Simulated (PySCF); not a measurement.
# Removing an electron from `C[SiH2]c1ccccc1`

Compound: C7H10Si.
Numbering: `[CH3:1][SiH2:2][c:3]1[cH:4][cH:5][cH:6][cH:7][cH:8]1` (hydrogens: H9, H10, H11 on C1; H12, H13 on Si2; H14 on C4; H15 on C5; H16 on C6; H17 on C7; H18 on C8)

Structure used (PBE0-D3(BJ)/def2-SVP), in Å, numbered top down from 1:
```
atom  x, y, z in Å
C1     2.627    0.644    0.397
Si2    1.533   -0.755   -0.217
C3    -0.291   -0.308   -0.081
C4    -0.717    1.029   -0.053
C5    -2.070    1.353    0.028
C6    -3.027    0.341    0.082
C7    -2.624   -0.994    0.057
C8    -1.270   -1.312   -0.022
H9     2.345    0.943    1.419
H10    3.681    0.330    0.409
H11    2.547    1.526   -0.256
H12    1.775   -1.999    0.580
H13    1.877   -1.070   -1.641
H14    0.019    1.838   -0.091
H15   -2.380    2.401    0.051
H16   -4.089    0.592    0.147
H17   -3.370   -1.792    0.104
H18   -0.971   -2.365   -0.033
```

Level: B3LYP/def2-SVPD (PySCF). Frontier orbitals with their largest atomic shares (Löwdin; up to four atoms above 4 %):

```csv
orbital,ε (eV),main atoms
HOMO−3,-8.89,"C1 34 %, Si2 28 %, H12 12 %, H13 6 %"
HOMO−2,-8.47,"C3 27 %, Si2 19 %, C8 9 %, C1 8 %"
HOMO−1,-7.16,"C7 23 %, C4 22 %, C8 17 %, C5 17 %"
HOMO,-7.09,?
LUMO,-0.81,"C3 21 %, C6 20 %, C8 12 %, C4 10 %"
LUMO+1,-0.58,"C7 19 %, C4 18 %, C5 18 %, C8 17 %"
LUMO+2,0.33,"Si2 24 %, C1 18 %, H11 8 %, H10 7 %"
```

Problem. What vertical ionisation energy does ΔSCF give, and how far is −ε(HOMO) from it?

Solution. ΔSCF: 9.01 eV (870 kJ/mol; threshold wavelength 138 nm); ⟨S²⟩ of the doublet left behind is 0.760, against 0.75 for a pure doublet. −ε(HOMO) is 7.09 eV, 1.92 eV below it. For the exact functional −ε(HOMO) would equal the first vertical ionisation energy; B3LYP (global hybrid, 20 % exact exchange) falls short of its own ΔSCF value by 21 %.

Problem. On which atoms does the HOMO lie?

Solution. C3 (substituted aromatic carbon) 23 %, C6 (aromatic CH carbon) 22 %, C8 (aromatic CH carbon) 13 %, C5 (aromatic CH carbon) 12 %, so no atom holds as much as 40 %. The HOMO−1 lies 0.07 eV lower.

Problem. Shift the occupied levels rigidly so that −ε(HOMO) equals the ΔSCF value. What binding energies result?

Solution. The shift is +1.92 eV: HOMO 9.01, HOMO−1 9.08, HOMO−2 10.39, HOMO−3 10.81 eV. A rigid shift is only a rough guide to the deeper ionisations.

Problem. With α = 109.1 au, estimate the like-pair dispersion coefficient by London's formula C6 = (3/4)α²I.

Solution. I = 0.3312 Eh, so C6 ≈ 2960 au, a rough estimate.

Problem. What kinetic energy would electrons from this vertical process carry with He I light (21.218 eV)?

Solution. 21.22 − 9.01 = 12.21 eV.

Problem. How many of the 10 lowest singlet excitations (vertical TDDFT, same level) lie below the ionisation energy?

Solution. All 10; they run from 5.25 to 7.03 eV.

One conformer (not necessarily the lowest) at the PBE0-D3(BJ)/def2-SVP geometry, without solvent, vibrations or thermal averaging.
